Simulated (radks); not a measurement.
The numbers below are computed, except where a source is named.
Ionisation of the bismuth ion Bi33+, [Kr] 4d10 4f4, to [Kr] 4d10 4f3 as the strength of local exchange is varied. Code: a radial shooting solver on a logarithmic mesh with Libxc functionals. Model: scalar-relativistic Kohn-Sham, Slater X-alpha exchange (alpha = 2/3 is LDA exchange), no correlation, spin-polarised, spherical densities, point nucleus; open shells are filled with parallel spins first (spin-orbit coupling, left out, can overturn this in heavy ions).

\begin{tabular}{lrrrrr}
alpha & E(Bi33+) (hartree) & exchange (hartree) & IE (eV) & -e of the level emptied (eV) & <r> of it (bohr) \\ \hline
0.592 & -20903.7861 & -290.3262 & 1278.5 & 1248.8 (4f) & 0.3664 \\
0.636 & -20925.5294 & -312.1709 & 1284.1 & 1254.4 (4f) & 0.3656 \\
0.639 & -20927.0126 & -313.6617 & 1284.5 & 1254.7 (4f) & 0.3656 \\
0.667 & -20940.8598 & -327.5836 & 1288.1 & 1258.3 (4f) & 0.3651 \\
0.806 & -21009.7131 & -396.9174 & 1305.8 & 1276.0 (4f) & 0.3626 \\
0.855 & -21034.0295 & -421.4466 & 1312.1 & 1282.3 (4f) & 0.3618 \\
\end{tabular}

NIST Atomic Spectra Database: 1310 +/- 70 eV (theoretical). The Delta-SCF value meets it near alpha = 0.84. Open shells are spherical and high-spin; term and fine-structure splittings are not resolved. Spin-orbit splitting is averaged out at the scalar-relativistic level.
